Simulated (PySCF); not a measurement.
# Cr(2+): ionisation energy

Cr(2+) [Ar] 3d4 (5D) → Cr(3+) [Ar] 3d3 (4F), as a difference of total energies. Computed with PySCF 2.14 in aug-cc-pVTZ-DK (8s7p5d3f2g, 93 functions), with scalar relativity by spin-free X2C-1e. Correlated levels: valence: [Ar] frozen. The calculations carry no spin-orbit coupling.

```
           method  ionisation energy (eV)
              UHF                  29.679
    MP2 (valence)                  30.330
SCS-MP2 (valence)                  29.896
   CCSD (valence)                  30.388
CCSD(T) (valence)                  30.397
```

**Question.** How much does correlation contribute at CCSD(T) (valence)?

**Answer.** 30.397 − (29.679) = 0.718 eV, measured against UHF.

The reference lies between the lowest fine-structure levels, while these numbers refer to the centres of the terms.

Errors of the correlated levels include the incompleteness of this basis and the frozen core.

For comparison: 30.959 ± 0.025 eV (measured; NIST Atomic Spectra Database, ionization energies).
